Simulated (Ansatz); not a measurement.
Start from `O=C=[N][Al]([F])[F]` and change one element to get `O=C=[N][In]([F])[F]`.

Ansatz, PBE0-D4/def2-TZVP geometries, multiplicity 1. Each molecule was computed in one conformer, which needn't be the lowest.

Elements past krypton have def2 core potentials.

```json
{"property": "HOMO–LUMO gap (B3LYP/def2-TZVPP) / eV", "`O=C=[N][Al]([F])[F]`": "7.48"}
{"property": "zero-point energy (PBE0-D4/def2-TZVP) / kJ/mol", "`O=C=[N][Al]([F])[F]`": "50.5"}
{"property": "LUMO energy (PBE0/def2-TZVPP) / eV", "`O=C=[N][Al]([F])[F]`": "-1.18"}
{"property": "LUMO energy (ωB97M-V/def2-TZVPP) / eV", "`O=C=[N][Al]([F])[F]`": "0.43"}
{"property": "HOMO–LUMO gap (PBE/def2-TZVPP) / eV", "`O=C=[N][Al]([F])[F]`": "5.77"}
{"property": "HOMO energy (B3LYP/def2-TZVPP) / eV", "`O=C=[N][Al]([F])[F]`": "-9.02"}
```

(1) Give the same properties after the change, and the shifts. (Best estimate.)

Results:

(1) The calculation gave: 
```tsv
property	`O=C=[N][In]([F])[F]`	shift
HOMO–LUMO gap (B3LYP/def2-TZVPP) / eV	5.59	-1.89
zero-point energy (PBE0-D4/def2-TZVP) / kJ/mol	43.6	-6.9
LUMO energy (PBE0/def2-TZVPP) / eV	-3.08	-1.90
LUMO energy (ωB97M-V/def2-TZVPP) / eV	-1.06	-1.49
HOMO–LUMO gap (PBE/def2-TZVPP) / eV	3.86	-1.91
HOMO energy (B3LYP/def2-TZVPP) / eV	-9.04	-0.02
```

B3LYP here is the variant with VWN-RPA as its local correlation; programs differ in this.
